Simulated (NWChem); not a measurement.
System: C₂H₈GaN; SMILES [CH3][Ga]([CH3])[NH2]

Here is an NWChem input.

```
start job
memory heap 200 mb stack 900 mb global 1100 mb
geometry units angstroms
  Ga    -0.016911     0.007157    -0.015142
  C     -1.491405    -1.382554    -0.186848
  H     -1.066048    -2.364177    -0.409324
  H     -2.197382    -1.125137    -0.979277
  H     -2.047796    -1.467444     0.749962
  C      0.133214     1.803904    -0.952972
  H      0.282348     1.671923    -2.027483
  H      0.977865     2.371463    -0.556248
  H     -0.775754     2.395373    -0.819548
  N      1.340269    -0.422464     1.127815
  H      2.143628     0.154959     1.341398
  H      1.412361    -1.282151     1.657630
end
basis spherical
  * library def2-svp
end
dft
  xc pbe0
  iterations 150
end
driver
  maxiter 120
end
task dft optimize
task dft freq
```

NWChem printed, in part:

```
             Northwest Computational Chemistry Package (NWChem) 7.3.0
             --------------------------------------------------------

 C1  symmetry detected

                             Geometry "geometry" -> ""
                             -------------------------

 Output coordinates in angstroms (scale by  1.889725989 to convert to a.u.)

  No.       Tag          Charge          X              Y              Z
 ---- ---------------- ---------- -------------- -------------- --------------
    1 Ga                  31.0000    -0.01095341     0.00249820     0.00011502
    2 C                    6.0000    -0.92530961    -1.81377954    -0.00017805
    3 H                    1.0000    -0.53041041    -2.43925063    -0.80444691
    4 H                    1.0000    -2.00518109    -1.72120670    -0.13403843
    5 H                    1.0000    -0.74294152    -2.33381996     0.94358573
    6 C                    6.0000    -0.87144415     1.84367121    -0.00010977
    7 H                    1.0000    -1.39876231     2.02779154    -0.93940157
    8 H                    1.0000    -0.11248826     2.61904983     0.12527923
    9 H                    1.0000    -1.60085339     1.93799371     0.80792847
   10 N                    7.0000     1.81426931    -0.03524177    -0.00031660
   11 H                    1.0000     2.42612658     0.77091989     0.01212395
   12 H                    1.0000     2.38470345    -0.87157961    -0.01065285

 Effective nuclear repulsion energy (a.u.)     272.2382858594

                                Z-matrix (autoz)
                                --------

 Units are Angstrom for bonds and degrees for angles

      Type          Name      I     J     K     L     M      Value
      ----------- --------  ----- ----- ----- ----- ----- ----------
    1 Stretch                  1     2                       2.03345
    2 Stretch                  1     6                       2.03233
    3 Stretch                  1    10                       1.82561
    4 Stretch                  2     3                       1.09271
    5 Stretch                  2     4                       1.09207
    6 Stretch                  2     5                       1.09288
    7 Stretch                  6     7                       1.09281
    8 Stretch                  6     8                       1.09222
    9 Stretch                  6     9                       1.09264
   10 Stretch                 10    11                       1.01214
   11 Stretch                 10    12                       1.01240
   12 Bend                     1     2     3               110.41850
   13 Bend                     1     2     4               111.65018
   14 Bend                     1     2     5               110.47907
   15 Bend                     1     6     7               110.91833
   16 Bend                     1     6     8               110.42091
   17 Bend                     1     6     9               111.14764
   18 Bend                     1    10    11               126.00974
   19 Bend                     1    10    12               125.47898
   20 Bend                     2     1     6               128.22875
   21 Bend                     2     1    10               115.53721
   22 Bend                     3     2     4               108.40078
   23 Bend                     3     2     5               107.63336
   24 Bend                     4     2     5               108.13111
   25 Bend                     6     1    10               116.23404
   26 Bend                     7     6     8               108.32258
   27 Bend                     7     6     9               107.39585
   28 Bend                     8     6     9               108.52339
   29 Bend                    11    10    12               108.51111
   30 Torsion                  2     1     6     7         -66.92892
   31 Torsion                  2     1     6     8         172.97670
   32 Torsion                  2     1     6     9          52.47967
   33 Torsion                  2     1    10    11        -179.13514
   34 Torsion                  2     1    10    12           0.69308
   35 Torsion                  3     2     1     6         128.23460
   36 Torsion                  3     2     1    10         -51.73187
   37 Torsion                  4     2     1     6           7.56029
   38 Torsion                  4     2     1    10        -172.40618
   39 Torsion                  5     2     1     6        -112.81389
   40 Torsion                  5     2     1    10          67.21964
   41 Torsion                  6     1    10    11           0.89422
   42 Torsion                  6     1    10    12        -179.27755
   43 Torsion                  7     6     1    10         113.03735
   44 Torsion                  8     6     1    10          -7.05703
   45 Torsion                  9     6     1    10        -127.55406

                           NWChem Geometry Optimization
                           ----------------------------

 maximum gradient threshold         (gmax) =   0.000450
 rms gradient threshold             (grms) =   0.000300
 maximum cartesian step threshold   (xmax) =   0.001800
 rms cartesian step threshold       (xrms) =   0.001200
 fixed trust radius                (trust) =   0.300000
 source of zmatrix                         =   autoz

          -------------------
          Energy Minimization
          -------------------

 Using diagonal initial Hessian
 Scaling for Hessian diagonals: bonds = 1.00  angles = 0.25  torsions = 0.10

          --------
          Step   0

                                 NWChem DFT Module
                                 -----------------

 Summary of "ao basis" -> "ao basis" (spherical)
 ------------------------------------------------------------------------------
       Tag                 Description            Shells   Functions and Types
 ---------------- ------------------------------  ------  ---------------------
 Ga                         def2-svp                12       32   5s4p3d
 C                          def2-svp                 6       14   3s2p1d
 H                          def2-svp                 3        5   2s1p
 N                          def2-svp                 6       14   3s2p1d

            General Information
            -------------------
          SCF calculation type: DFT
          Wavefunction type:  closed shell.
          No. of atoms     :    12
          No. of electrons :    58
           Alpha electrons :    29
            Beta electrons :    29
          Charge           :     0
          Spin multiplicity:     1
          Use of symmetry is: off; symmetry adaption is: off
          Maximum number of iterations: 150
          AO basis - number of functions:   114
                     number of shells:    54
          Convergence on energy requested:  1.00D-06
          Convergence on density requested:  1.00D-05
          Convergence on gradient requested:  5.00D-04

              XC Information
              --------------
                         PBE0 Method XC Functional
                     Hartree-Fock (Exact) Exchange  0.250
          PerdewBurkeErnzerhof Exchange Functional  0.750
            Perdew 1991 LDA Correlation Functional  1.000 local
           PerdewBurkeErnz. Correlation Functional  1.000 non-local

[...]

      ----------------------
      Optimization converged
      ----------------------

  Step       Energy      Delta E   Gmax     Grms     Xrms     Xmax
  ---- ---------------- -------- -------- -------- -------- --------
@   33   -2059.89646711 -3.7D-07  0.00007  0.00002  0.00060  0.00159
                                     ok       ok       ok       ok

                                Z-matrix (autoz)
                                --------

 Units are Angstrom for bonds and degrees for angles

      Type          Name      I     J     K     L     M      Value     Gradient
      ----------- --------  ----- ----- ----- ----- ----- ---------- ----------
    1 Stretch                  1     2                       1.96882    0.00003
    2 Stretch                  1     6                       1.96882    0.00002
    3 Stretch                  1    10                       1.82036   -0.00007
    4 Stretch                  2     3                       1.10010    0.00001
    5 Stretch                  2     4                       1.10172   -0.00000
    6 Stretch                  2     5                       1.10177    0.00002
    7 Stretch                  6     7                       1.10174    0.00000
    8 Stretch                  6     8                       1.10008    0.00000
    9 Stretch                  6     9                       1.10176    0.00001
   10 Stretch                 10    11                       1.01281   -0.00004
   11 Stretch                 10    12                       1.01278   -0.00005
   12 Bend                     1     2     3               112.08040   -0.00000
   13 Bend                     1     2     4               110.57674   -0.00000
   14 Bend                     1     2     5               110.61998    0.00001
   15 Bend                     1     6     7               110.55033   -0.00002
   16 Bend                     1     6     8               112.07388   -0.00000
   17 Bend                     1     6     9               110.65430    0.00003
   18 Bend                     1    10    11               124.38273   -0.00002
   19 Bend                     1    10    12               124.46903    0.00001
   20 Bend                     2     1     6               125.60507    0.00000
   21 Bend                     2     1    10               117.23070    0.00001
   22 Bend                     3     2     4               108.21128    0.00001
   23 Bend                     3     2     5               108.17042   -0.00002
   24 Bend                     4     2     5               107.00190   -0.00000
   25 Bend                     6     1    10               117.16367   -0.00002
   26 Bend                     7     6     8               108.20042    0.00000
   27 Bend                     7     6     9               106.99504   -0.00000
   28 Bend                     8     6     9               108.18666   -0.00001
   29 Bend                    11    10    12               111.14298    0.00001
   30 Torsion                  2     1     6     7         -58.55739    0.00001
   31 Torsion                  2     1     6     8        -179.35318    0.00001
   32 Torsion                  2     1     6     9          59.79615    0.00001
   33 Torsion                  2     1    10    11        -179.59342    0.00001
   34 Torsion                  2     1    10    12          -0.50196   -0.00001
   35 Torsion                  3     2     1     6         179.82329    0.00000
   36 Torsion                  3     2     1    10           0.10545    0.00001
   37 Torsion                  4     2     1     6          58.99084   -0.00001
   38 Torsion                  4     2     1    10        -120.72701    0.00001
   39 Torsion                  5     2     1     6         -59.36626   -0.00001
   40 Torsion                  5     2     1    10         120.91590   -0.00000
   41 Torsion                  6     1    10    11           0.66443    0.00003
   42 Torsion                  6     1    10    12         179.75589    0.00000
   43 Torsion                  7     6     1    10         121.16062   -0.00001
   44 Torsion                  8     6     1    10           0.36483   -0.00000
   45 Torsion                  9     6     1    10        -120.48584   -0.00001

                         Geometry "geometry" -> "geometry"
                         ---------------------------------

 Output coordinates in angstroms (scale by  1.889725989 to convert to a.u.)

[...]

 Rotational Constants
 --------------------
 A=   0.186860 cm-1  (  0.268843 K)
 B=   0.159797 cm-1  (  0.229907 K)
 C=   0.089012 cm-1  (  0.128066 K)

 Temperature                      =   298.15K
 frequency scaling parameter      =   1.0000

 Zero-Point correction to Energy  =   60.750 kcal/mol  (  0.096811 au)
 Thermal correction to Energy     =   65.841 kcal/mol  (  0.104924 au)
 Thermal correction to Enthalpy   =   66.433 kcal/mol  (  0.105868 au)

 Total Entropy                    =   87.970 cal/mol-K
   - Translational                =   40.116 cal/mol-K (mol. weight = 114.9914)
   - Rotational                   =   25.898 cal/mol-K (symmetry #  =        1)
   - Vibrational                  =   21.956 cal/mol-K

 Cv (constant volume heat capacity) =   26.537 cal/mol-K
   - Translational                  =    2.979 cal/mol-K
   - Rotational                     =    2.979 cal/mol-K
   - Vibrational                    =   20.579 cal/mol-K

[normal modes left out]

 ----------------------------------------------------------------------------
 Normal Eigenvalue ||           Projected Infra Red Intensities
  Mode   [cm**-1]  || [atomic units] [(debye/angs)**2] [(KM/mol)] [arbitrary]
 ------ ---------- || -------------- ----------------- ---------- -----------
    1       -0.000 ||    0.000028           0.001         0.027       0.015
    2       -0.000 ||    0.000063           0.001         0.061       0.034
    3        0.000 ||    0.000005           0.000         0.005       0.003
    4        0.000 ||    0.000060           0.001         0.058       0.032
    5        0.000 ||    0.000000           0.000         0.000       0.000
    6        0.000 ||    0.000047           0.001         0.046       0.025
    7       51.747 ||    0.000000           0.000         0.000       0.000
    8       63.821 ||    0.000348           0.008         0.339       0.188
    9      145.192 ||    0.002183           0.050         2.128       1.183
   10      155.498 ||    0.006646           0.153         6.478       3.603
   11      169.889 ||    0.003064           0.071         2.987       1.661
   12      330.360 ||    0.184505           4.257       179.865     100.021
   13      422.826 ||    0.000010           0.000         0.010       0.006
   14      545.544 ||    0.004794           0.111         4.673       2.599
   15      593.474 ||    0.035258           0.813        34.371      19.114
   16      637.988 ||    0.001183           0.027         1.154       0.642
   17      671.634 ||    0.000007           0.000         0.007       0.004
   18      705.501 ||    0.056963           1.314        55.530      30.880
   19      719.804 ||    0.036564           0.844        35.644      19.821
   20      749.599 ||    0.114827           2.649       111.939      62.248
   21      769.123 ||    0.072216           1.666        70.399      39.149
   22     1218.296 ||    0.018709           0.432        18.239      10.142
   23     1219.775 ||    0.009331           0.215         9.096       5.058
   24     1425.453 ||    0.000001           0.000         0.001       0.001
   25     1427.522 ||    0.000012           0.000         0.012       0.007
   26     1431.058 ||    0.002854           0.066         2.782       1.547
   27     1435.451 ||    0.006558           0.151         6.393       3.555
   28     1526.356 ||    0.031042           0.716        30.262      16.828
   29     3055.051 ||    0.010837           0.250        10.565       5.875
   30     3056.377 ||    0.002077           0.048         2.025       1.126
   31     3153.080 ||    0.000006           0.000         0.006       0.003
   32     3153.691 ||    0.011206           0.259        10.925       6.075
   33     3169.270 ||    0.006684           0.154         6.516       3.623
   34     3169.465 ||    0.008962           0.207         8.737       4.859
   35     3618.017 ||    0.017088           0.394        16.659       9.264
   36     3724.541 ||    0.019937           0.460        19.435      10.808
 ----------------------------------------------------------------------------
```

Level: PBE0/def2-SVP. The printed entropy takes a lower symmetry number than the molecule has.
